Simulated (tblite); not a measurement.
Species: C7H11N.
Numbering: `[CH2:1]=[N:2][C@@H:3]1[CH2:4][C@@:5]12[CH2:6][C@H:7]2[CH3:8]` (hydrogens: H9, H10 on C1; H11 on C3; H12, H13 on C4; H14, H15 on C6; H16 on C7; H17, H18, H19 on C8)

Computed with GFN2-xTB (tblite), gas phase: Langevin dynamics at 200 K from the optimised GFN2-xTB geometry, time step 0.5 fs, friction 0.01 fs⁻¹, 2000 steps.

Start geometry:
```
atom  x, y, z in Å
C1      2.372   -1.613    0.098
N2      1.581   -0.769    0.584
C3      1.197    0.359   -0.148
C4      0.902    1.622    0.655
C5     -0.196    0.859    0.042
C6     -1.360    1.108   -0.839
C7     -1.505    0.291    0.430
C8     -1.741   -1.196    0.350
H9      2.818   -1.540   -0.901
H10     2.636   -2.472    0.695
H11     1.650    0.488   -1.138
H12     1.198    2.569    0.227
H13     1.034    1.549    1.724
H14    -1.407    0.587   -1.785
H15    -1.781    2.103   -0.870
H16    -2.016    0.773    1.257
H17    -1.215   -1.620   -0.501
H18    -2.804   -1.409    0.247
H19    -1.373   -1.681    1.253
```

The statistics below take the 31 frames saved every 25 fs from 250 to 1000 fs; their kinetic temperature (all 3N coordinates) averages 204 K.

Task: Give the mean, spread and extremes of the bond lengths.

Result: 
```csv
bond,start (Å),mean (Å),standard deviation (Å),shortest (Å),longest (Å)
C1=N2,1.254,1.253,0.011,1.234,1.279
N2–C3,1.399,1.398,0.029,1.354,1.471
C3–C4,1.526,1.530,0.032,1.480,1.622
C4–C5,1.471,1.475,0.022,1.434,1.529
C5–C6,1.481,1.485,0.019,1.435,1.521
C6–C7,1.516,1.514,0.021,1.477,1.553
C7–C8,1.508,1.507,0.032,1.443,1.602
C3–C5,1.492,1.493,0.028,1.441,1.561
C5–C7,1.479,1.482,0.026,1.428,1.552
C1–H9,1.097,1.098,0.016,1.065,1.129
C1–H10,1.079,1.079,0.014,1.041,1.113
C3–H11,1.096,1.107,0.023,1.065,1.150
C4–H12,1.080,1.082,0.023,1.034,1.133
C4–H13,1.080,1.083,0.020,1.044,1.120
C6–H14,1.081,1.086,0.034,1.023,1.151
C6–H15,1.081,1.084,0.022,1.044,1.134
C7–H16,1.085,1.088,0.025,1.042,1.137
C8–H17,1.087,1.090,0.015,1.046,1.123
C8–H18,1.089,1.093,0.023,1.057,1.141
C8–H19,1.088,1.094,0.030,1.023,1.154
```

Task: Give the same statistics for bond angles, one of each kind among heavy atoms.

Result: 
| angle | start (°) | mean (°) | standard deviation (°) | smallest (°) | largest (°) |
| --- | --- | --- | --- | --- | --- |
| C1–N2–C3 | 120.8 | 120.7 | 2.7 | 115.9 | 126.9 |
| N2–C3–C4 | 116.4 | 116.3 | 3.1 | 110.8 | 124.2 |
| N2–C3–C5 | 117.4 | 118.0 | 2.9 | 110.3 | 123.7 |
| C4–C3–C5 | 58.3 | 58.4 | 1.5 | 56.0 | 62.1 |
| C3–C4–C5 | 59.7 | 59.5 | 1.5 | 56.8 | 63.3 |
| C4–C5–C6 | 138.4 | 137.8 | 3.5 | 130.2 | 146.2 |
| C4–C5–C7 | 138.6 | 138.2 | 4.2 | 130.4 | 147.4 |
| C6–C5–C7 | 61.6 | 61.4 | 1.2 | 59.5 | 63.9 |
| C3–C5–C4 | 62.0 | 62.1 | 1.5 | 58.8 | 66.0 |
| C3–C5–C6 | 135.6 | 136.2 | 4.5 | 127.1 | 147.7 |
| C3–C5–C7 | 137.0 | 136.9 | 3.5 | 129.4 | 143.4 |
| C5–C6–C7 | 59.1 | 59.2 | 1.2 | 56.8 | 62.4 |
| C6–C7–C8 | 120.2 | 120.2 | 3.1 | 113.6 | 127.4 |
| C5–C7–C6 | 59.3 | 59.4 | 1.2 | 57.2 | 62.2 |

Task: How far does each atom move about its mean position (frames aligned on the start, all atoms weighted alike), and what rms force does it feel?

Result: 
```
atom  rms displacement (Å)  rms force (eV/Å)
  C1                  0.16              1.28
  N2                  0.11              1.28
  C3                  0.09              1.60
  C4                  0.09              1.55
  C5                  0.08              1.57
  C6                  0.07              1.42
  C7                  0.06              1.46
  C8                  0.13              1.71
  H9                  0.28              0.53
 H10                  0.24              0.57
 H11                  0.15              0.75
 H12                  0.14              0.81
 H13                  0.15              0.76
 H14                  0.16              1.19
 H15                  0.14              0.82
 H16                  0.13              0.87
 H17                  0.24              0.68
 H18                  0.24              0.81
 H19                  0.22              1.05
```

The displacements run from 0.06 to 0.28 Å, the largest at H9.

Task: Follow the torsion C1–N2–C3–C4 through every second one of these frames.

Result: 
```
t (fs)  C1–N2–C3–C4 (°)
   250             -154
   300             -150
   350             -151
   400             -145
   450             -142
   500             -134
   550             -134
   600             -138
   650             -145
   700             -159
   750             -148
   800             -149
   850             -146
   900             -144
   950             -123
  1000             -119
```

Largest departure from the start value over all these frames: C1–N2–C3–C4 31° (start -148°).

Task: How widely does the potential energy scatter, against a harmonic estimate?

Result: Mean 0.42 eV above the start, standard deviation 0.081 eV, range 0.31 to 0.68 eV. For 51 classical harmonic modes at 200 K the canonical values are 51kT/2 = 0.44 eV and kT·√(51/2) = 0.087 eV.

The run is classical and short, so these are rough statistics of one trajectory.

The cost below is that of the whole dynamics run. Time: 40 s of wall time; peak memory 0.19 GiB. Hardware: one thread, Intel Xeon at 2.50 GHz (x86_64), no GPU, shared host.
